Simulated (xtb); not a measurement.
Cl$_{2}$Ni, charge +1, doublet, at a GFN2-xTB geometry of the parent state (such geometries of metal compounds can be far from the true shape) (a state made from the parent by changing its charge; the spin is typed, not shown lowest); GFN1-xTB (xtb).

Here is a job for xtb.
```
$ xtb mol.xyz --gfn 1 --chrg 1 --uhf 1 --json

# file mol.xyz
3

Ni     0.00000000     0.00000000     0.00000000
Cl     0.00000000     0.00000000     1.93482584
Cl    -0.00000000    -0.00000000    -1.93482584
```

What the program printed (banner, timings and long lists left out):

```
   ID    Z sym.   atoms
    1   28 Ni     1
    2   17 Cl     2, 3

           -------------------------------------------------
          |                Calculation Setup                |
           -------------------------------------------------

           -------------------------------------------------
          |                 G F N 1 - x T B                 |
           -------------------------------------------------

          ...................................................
          :                      SETUP                      :
          :.................................................:
          :  # basis functions                  30          :
          :  # atomic orbitals                  27          :
          :  # shells                            9          :
          :  # electrons                        23          :
          :  # halogen bonds                     0          :
          :  max. iterations                   250          :
          :  Hamiltonian                  GFN1-xTB          :
          :  restarted?                      false          :
          :  GBSA solvation                  false          :
          :  PC potential                    false          :
          :  electronic temp.          300.0000000     K    :
          :  accuracy                    1.0000000          :
          :  -> integral cutoff          0.2500000E+02      :
          :  -> integral neglect         0.1000000E-07      :
          :  -> SCF convergence          0.1000000E-05 Eh   :
          :  -> wf. convergence          0.2000000E-04 e    :
          :  Broyden damping             0.4000000          :
          :  net charge                          1          :
          :  unpaired electrons                  1          :
          ...................................................

 iter      E             dE          RMSdq      gap      omega  full diag
   1    -11.7268649 -0.117269E+02  0.170E+01    0.00       0.0  T
   2    -11.4174305  0.309434E+00  0.136E+01    0.00       1.0  T
   3    -12.0957108 -0.678280E+00  0.383E+00    0.00       1.0  T
   4    -11.9667032  0.129008E+00  0.708E+00    0.00       1.0  T
   5    -12.0482020 -0.814988E-01  0.414E+00    0.00       1.0  T
   6    -12.0961281 -0.479261E-01  0.231E-01    0.00       1.0  T
   7    -12.0942311  0.189699E-02  0.842E-01    0.00       1.0  T
   8    -12.0950683 -0.837196E-03  0.634E-01    0.00       1.0  T
[...]
         :: total energy             -12.085095567006 Eh    ::
[...]
        12        0.5000           -0.6708707             -18.2553 (HOMO)
        13        0.5000           -0.6708707             -18.2553 (LUMO)
        14                         -0.3542195              -9.6388
        15                         -0.3542195              -9.6388
        16                         -0.3415244              -9.2934
        17                         -0.3270965              -8.9007
        18                         -0.3270965              -8.9007
        19                         -0.3259656              -8.8700
        20                         -0.3258833              -8.8677
        21                         -0.3258833              -8.8677
        22                         -0.3049854              -8.2991
        23                         -0.3049854              -8.2991
       ...                                ...                  ...
        27                          0.6636188              18.0580
      -------------------------------------------------------------
                  HL-Gap            0.0000000 Eh            0.0000 eV
             Fermi-level           -0.6770112 Eh          -18.4224 eV

  Mulliken/CM5 charges         n(s)   n(p)   n(d)
     1Ni    0.31060  0.46949   0.691  0.670  8.328
     2Cl    0.34470  0.26525   1.863  4.807 -0.015
     3Cl    0.34470  0.26525   1.863  4.807 -0.015

Wiberg/Mayer (AO) data.
largest (>0.10) Wiberg bond orders for each atom

 ---------------------------------------------------------------------------
     #   Z sym  total        # sym  WBO       # sym  WBO       # sym  WBO
 ---------------------------------------------------------------------------
     1  28 Ni   3.220 --     2 Cl   1.610     3 Cl   1.610
     2  17 Cl   1.807 --     1 Ni   1.610     3 Cl   0.197
     3  17 Cl   1.807 --     1 Ni   1.610     2 Cl   0.197
 ---------------------------------------------------------------------------

Topologies differ in total number of bonds
Writing topology from bond orders to xtbtopo.mol

 dipole moment from electron density (au)
     X       Y       Z
   0.0000  -0.0000   0.0000  total (Debye):    0.000

           -------------------------------------------------
          | TOTAL ENERGY              -12.085095567006 Eh   |
          | GRADIENT NORM               0.027867904773 Eh/α |
          | HOMO-LUMO GAP               0.000000000000 eV   |
           -------------------------------------------------

normal termination of xtb
```
